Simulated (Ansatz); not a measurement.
The cation of `C#CB(F)F` at the neutral geometry.

```yaml
crystal:
  periodic: [false, false, false]
  atoms:
    - {symbol: C, position_ang: [-0.883678, 0.450763, 1.253421]}
    - {symbol: C, position_ang: [-0.218556, 0.106180, 0.311664]}
    - {symbol: B, position_ang: [0.621960, -0.329248, -0.878437]}
    - {symbol: F, position_ang: [0.153556, -1.179465, -1.766622]}
    - {symbol: F, position_ang: [1.841708, 0.131734, -1.054086]}
    - {symbol: H, position_ang: [-1.472990, 0.756036, 2.087861]}
basis:
  gaussian: {orbitals: def2-TZVPP}
total_charge: 1
magnetization: {spin_polarized: true, initial_magnetization: 1}
hamiltonian: {xc: pbe0, dispersion: d4}
```

```sh
$ ansatz run in.yaml --threads 2 --pin off --events-out ev --progress --plain
```

Shortened log:

```
Functional definition: PBE0
900 factors; their error is unknown
mean field evaluation 1: about -8176.3929 eV, gradient 5.4e1 eV
mean field evaluation 2: about -8147.4114 eV, gradient 1.0e2 eV
mean field evaluation 4: about -8184.8606 eV, gradient 5.0e0 eV
mean field evaluation 8: about -8184.9609 eV, gradient 1.8e-1 eV
mean field evaluation 16: about -8184.9858 eV, gradient 2.7e-3 eV
mean field evaluation 32: about -8184.9858 eV, gradient 8.4e-5 eV
mean field -8184.98575356 eV, -300.7926784606 hartree, gradient 7.0e-6 eV, S^2 0.752667; 2 other end points of the search recorded, 0 dependent functions left out
reference -8184.98578023 eV, -300.7926794407 hartree; 18, 17 occupied and 151, 152 virtual orbitals, 900 factors
Total energy: -8185.05008406 eV, -300.7950425630 hartree
```

Hardware: 2 threads of a server CPU on a shared host. Wall time 5.5 s, peak host memory 0.52 GiB.
